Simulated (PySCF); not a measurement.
From one molecule to another.

First species: SiSe (singlet state).
Z-matrix (Å and degrees, PBE0-D3(BJ)/def2-SVP geometry), rows numbered from 1:
```
Si
Se  1  2.0679
```

Second species: C₄H₄NP.
SMILES: `c1cncpc1`

Levels: wB97X-D/def2-SVPD for dipole moment, HOMO energy, LUMO energy, HOMO–LUMO gap, static isotropic polarisability and electronic spatial extent ⟨r²⟩ about the centre of nuclear charge; TDDFT wB97X-D/def2-SVPD for lowest singlet excitation; TDA wB97X-D/def2-SVPD for lowest triplet excitation (Tamm–Dancoff); ΔSCF wB97X-D/def2-SVPD for vertical ionisation energy; PBE0-D3(BJ)/def2-SVP for smallest rotational constant. Geometries: PBE0-D3(BJ)/def2-SVP. All species are isolated and taken at one optimised geometry, non-relativistic unless stated; the electronic structure was computed with PySCF and density fitting.

(1) Which of the two has the higher static isotropic polarisability, and by how much?

(2) Which of the two has the higher LUMO energy, and by how much?

(3) Which of the two has the higher S1 energy, and by how much?

(4) Which of the two has the higher HOMO energy, and by how much?

(5) Which has the higher ⟨r²⟩?

(6) Which has the higher dipole moment?

(7) Which has the higher smallest rotational constant?

(8) Which has the higher T1 energy?

## Answers

(1) The second: 75.5 au against 57.8 au, a difference of 17.7 au.

(2) The second: -0.21 eV against -0.83 eV, a difference of 0.62 eV.

(3) The second: 3.97 eV against 3.65 eV, a difference of 0.32 eV.

(4) The second: -9.06 eV against -9.67 eV, a difference of 0.61 eV.

(5) The second: 559 bohr² against 220 bohr², a difference of 339 bohr².

(6) The second: 1.96 D against 1.47 D, a difference of 0.49 D.

(7) The first: 5.703 GHz against 2.139 GHz, a difference of 3.564 GHz.

(8) The second: 3.30 eV against 3.00 eV, a difference of 0.30 eV.

On the first: The principal polarisabilities are 47.3, 47.3 and 78.8 au; their mean is the isotropic value. No computed singlet falls in the visible range (750 to 380 nm, 1.65 to 3.26 eV); S1 lies 0.39 eV above its blue end. The calculation is non-relativistic and has no spin–orbit coupling, an omission that weighs most on selenium.

On the second: The 10 singlets span 3.97 to 7.40 eV, and their oscillator strengths add up to 0.70. In atomic units the dipole is 0.77 e·bohr (1 au = 2.5417 D).
